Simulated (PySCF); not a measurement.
# Constants of AuO, step by step

State: ²Π, doublet, unpaired electrons π ↑. De refers to Au (5d10 6s1) + O. ROHF-based CCSD(T) in PySCF 2.14 with Au aug-cc-pVDZ-PP with ECP60, O aug-cc-pVDZ and Au aug-cc-pVTZ-PP with ECP60, O aug-cc-pVTZ (frozen core orbitals: 5; scalar-relativistic core potentials). Correlation energies are extrapolated as n⁻³ (n = 2, 3), Hartree–Fock as (n+1)·exp(−9√n).

```csv
Level,Re (Å),ωe (cm⁻¹),ωexe (cm⁻¹),αe (cm⁻¹),De (eV)
CCSD(T)/DZ,1.9275,530.4,3.51,0.00279,1.746
CCSD(T)/TZ,1.8955,565.6,3.94,0.00291,1.958
HF/CBS,1.9780,543.2,2.53,0.00201,-0.024
MP2/CBS,1.8743,594.6,2.94,0.00228,1.934
CCSD/CBS,1.8989,570.0,3.23,0.00261,1.743
CCSD(T)/CBS,1.8904,572.8,3.93,0.00289,2.029
```

Problem. How much is left between CCSD(T)/TZ and the basis-set limit, and how much do the triples give at the limit?

Solution. CCSD(T)/CBS less CCSD(T)/TZ: -5.1 mÅ in Re, +7.2 cm⁻¹ in ωe and +0.071 eV in De. CCSD(T)/CBS less CCSD/CBS: -8.5 mÅ in Re, +2.8 cm⁻¹ in ωe and +0.286 eV in De.

The T1 diagnostic is 0.049, large enough to doubt a single reference. The state was picked by a PBE0 search and need not be the measured ground state. Spin–orbit coupling, excitations beyond (T) and corrections to the Born–Oppenheimer picture are left out, and spin–orbit coupling matters for open p, d or f shells this heavy.

The whole job (state search and all basis sets along the bond) took about 26 min on 4 threads of Arm Neoverse V1 (shared host), peak memory 14 GiB.
